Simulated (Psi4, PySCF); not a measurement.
Intermolecular potential of CO2 ··· COS (SMILES O=C=O and O=C=S), singlet. Monomers: optimised at B3LYP-D3(BJ) (def2-TZVP), held rigid. Orientation: a random orientation, not optimised. Only R, the distance of the centres of mass, is varied, so the lowest point isn't the relaxed dimer.

Geometry at R = 4.83 Å (first 3 atoms: monomer A):
```
6

O     -1.1597     0.0007     0.0000
C      0.0000     0.0000     0.0000
O      1.1597    -0.0007     0.0000
O      2.9985    -3.0949     4.3151
C      2.9427    -2.0948     3.7389
S      2.8673    -0.7428     2.9599
```

Levels: RKS-B3LYP/6-311+G** = restricted B3LYP/6-311+G**, spherical d, no counterpoise correction in PySCF; SAPT0/jun-cc-pVDZ, frozen core (Psi4).

Interaction energies in kcal/mol:

| R / Å | RKS-B3LYP/6-311+G** |
|---|---|
| 4.23 | 2.06 |
| 4.40 | 1.04 |
| 4.64 | 0.35 |
| 4.83 | 0.12 |
| 5.00 | 0.02 |
| 5.23 | -0.04 |
| 5.54 | -0.05 |
| 5.82 | -0.05 |
| 6.30 | -0.04 |
| 7.03 | -0.03 |
| 8.03 | -0.02 |
| 9.33 | -0.01 |

Task: What does SAPT0/jun-cc-pVDZ give at the same points?

Result: 4.23: 1.45; 4.40: 0.48; 4.64: -0.12; 4.83: -0.28; 5.00: -0.32; 5.23: -0.30; 5.54: -0.24; 5.82: -0.19; 6.30: -0.12; 7.03: -0.06; 8.03: -0.03; 9.33: -0.01 (kcal/mol).
